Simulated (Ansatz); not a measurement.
`C=[C]([GaH2])[InH2]` + `C[SeH]` → `C[Se][InH2]` + `C=[CH][GaH2]` at 600 K and 1 bar (ligand exchange at the In–C bond).

Calculated with Ansatz (gas phase, PBE0-D4/def2-TZVP geometries, no zero-point term in ΔE). CBS: MP2 limit from def2 TZ/QZ plus the TZ coupled-cluster correction, frozen cores. def2 core potentials past Kr. For Ga, In, Se outer-core shells are correlated without core-valence functions, which leaves a few kJ/mol of doubt a bond. Scalar relativity is left out up to krypton.

| species | CCSD(T)/CBS energy (Eh) | H − E (kJ/mol) | S (J/(mol·K)) |
| --- | --- | --- | --- |
| `C=[C]([GaH2])[InH2]` | -2193.38903 | 214.0 | 478.9 |
| `C[SeH]` | -2441.15625 | 149.5 | 312.9 |
| `C[Se][InH2]` | -2631.58862 | 182.5 | 424.0 |
| `C=[CH][GaH2]` | -2003.00582 | 189.2 | 364.0 |

H − E and S are ideal-gas, rigid-rotor, harmonic terms from PBE0-D4/def2-TZVP. 1 Eh = 2625.50 kJ/mol, R = 8.31446 J/(mol·K).

Problem. By hand: ΔE, ΔH, ΔS and ΔG.

Solution. ΔE = (-2631.58862) + (-2003.00582) − (-2193.38903) − (-2441.15625) = -0.04916 Eh = -129.1 kJ/mol. Δ(H − E) = 182.5 + 189.2 − 214.0 − 149.5 = 8.2, so ΔH = -120.9 kJ/mol. ΔS = 424.0 + 364.0 − 478.9 − 312.9 = -3.8 J/(mol·K). ΔG = -120.9 − 600 × (-3.8)/1000 = -118.6 kJ/mol.

Problem. By hand: the equilibrium constant, and the temperature at which ΔG would vanish if ΔH and ΔS stayed fixed.

Solution. log₁₀ K = −ΔG/(RT ln 10) = 10.3. ΔG = 0 at ΔH/ΔS = 31816 K, far beyond where these terms or the molecules hold.

The number of gas molecules stays the same, so ΔS is small and ΔH decides. A doubt of 5 kJ/mol in ΔE shifts log₁₀ K by 0.4 here. Modes under 60 cm⁻¹, often nearly free rotors, make the harmonic entropy too high. These are equilibria of isolated gas molecules and say nothing of rates. Largest T1 diagnostic: 0.014 (customary marks: 0.02 for closed shells, 0.045 for open ones).
